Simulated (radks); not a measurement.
Coulomb parameter of the 4f shell of the erbium ion Er2+ in the model configuration [Xe] 4f10 5d2, as a second difference U = [E(n + 0.25) + E(n - 0.25) - 2 E(n)] / (0.25)^2 with all orbitals relaxed. "Bare": the charge of the atom changes with n. "Screened": the 5d shell takes up the change at fixed total charge, which measures U(4f,4f) + U(5d,5d) - 2 U(4f,5d). Calculated with a radial shooting solver on a logarithmic mesh with Libxc functionals: Dirac Kohn-Sham, PBEsol, spin-unpolarised, spherical densities, point nucleus; open shells are shared between the two j in proportion to 2j + 1.

case                  configuration  E - E(n) (eV)
start                 [Xe] 4f10 5d2          0.000
bare +0.25         [Xe] 4f10.25 5d2         -7.164
bare -0.25          [Xe] 4f9.75 5d2          8.326
screened +0.25  [Xe] 4f10.25 5d1.75         -3.369
screened -0.25   [Xe] 4f9.75 5d2.25          3.738

U(bare) = 18.601 eV, U(screened by 5d) = 5.910 eV.
